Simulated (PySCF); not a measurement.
**A series of derivatives of FC=CC[SiH2]F**

Parent skeleton `[F:1][CH:2]=[CH:3][CH2:4][SiH2:5][F:6]`; one hydrogen on atom 5 is replaced by X. Hydrogens on one atom are averaged.

Theory: shieldings: GIAO PBE0/pcSseg-1, geometry: GFN2-xTB, in PySCF 2.14 (no solvent model, one conformer, no relativistic terms).

Scale: $^{19}$F (170.95 ppm) against CFCl3; TMS for $^{13}$C (186.93 ppm), $^{29}$Si (349.16 ppm), $^{1}$H (31.72 ppm) (reference shieldings calculated alike).

Parent (X = H): F1 -124.4, C2 157.5, C3 112.6, C4 16.4, Si5 9.7, F6 -228.4, H(C2) 6.91, H(C3) 5.30, H(C4) 1.93 ppm. Effects are Δδ = δ(X) − δ(H), positive for deshielding.

Known members:
```csv
X,F1,C2,C3,C4,Si5,F6,H(C2),H(C3),H(C4)
OC2H5,+1.4,+0.9,-1.3,+1.4,-25.0,+71.8,-0.15,+0.31,-0.36
```

Four more derivatives gave (Δδ, ppm):
```csv
compound,F1,C2,C3,C4,Si5,F6,H(C2),H(C3),H(C4)
1,+1.9,+1.1,-2.1,-0.8,+11.1,+8.0,-0.03,+0.10,-0.12
2,-7.8,+2.4,-0.6,-2.7,-13.5,+10.8,+0.05,-0.07,-0.05
3,+4.2,+1.6,-3.1,-3.5,+1.7,+16.4,+0.03,-0.14,+0.29
4,+1.9,+0.9,-1.6,+1.2,-26.2,+58.7,-0.17,+0.31,-0.37
```

Q: Their substituents are CF3, CHF2, OCH3, iPr. Which is which?

A: 1: X = iPr (CC(C)[Si@H](F)C/C=C/F); 2: X = CF3 (F/C=C\C[Si@@H](F)C(F)(F)F); 3: X = CHF2 (F/C=C\C[Si@@H](F)C(F)F); 4: X = OCH3 (CO[Si@@H](F)C/C=C/F).

Unscaled 19F shifts against computed CFCl3 carry errors that often reach 10 to 50 ppm.
